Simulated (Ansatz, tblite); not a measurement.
Cost and result up the ladder for the cluster NaAlF₄ (6 atoms). Charge 0, multiplicity 1. Geometry: r2SCAN-D4/def2-SVP.

```xyz
6

Na    0.9359   -1.7490    1.1687
Al   -0.2428    0.4537   -0.3032
F     0.7072    1.5578   -1.1132
F     0.2957    0.2561    1.3449
F     0.1990   -1.1803   -0.7272
F    -1.8951    0.6616   -0.3700
```

Ansatz on 4 threads of Intel Xeon 6975P-C on a shared host; xTB runs through tblite on one thread. Times are rough, summed over both states, and most runs start from the orbitals of an earlier one. No level here is sound enough to serve as a yardstick. The other state is a doublet.

The xTB rows come from tblite. HOMO above LUMO, or a gap near zero within one spin, warns that the state may not be the lowest or that an electron is smeared out. The structure comes from a short search, and lower isomers may exist.

Raw xTB energies of ions are shifted by several eV.

| level | functions | wall time | vertical IE (eV) | remarks |
| --- | --- | --- | --- | --- |
| GFN2-xTB | 29 | 0.007 s | 16.13 | – |
| GFN1-xTB | 29 | 0.013 s | 15.92 | – |
| PBE-D4/def2-TZVP (with forces) | 193 | 4 s | 11.62 | gap within one spin near zero (+1 doublet) |
| r2SCAN-D4/def2-TZVP | 193 | 7.5 s | 11.98 | – |
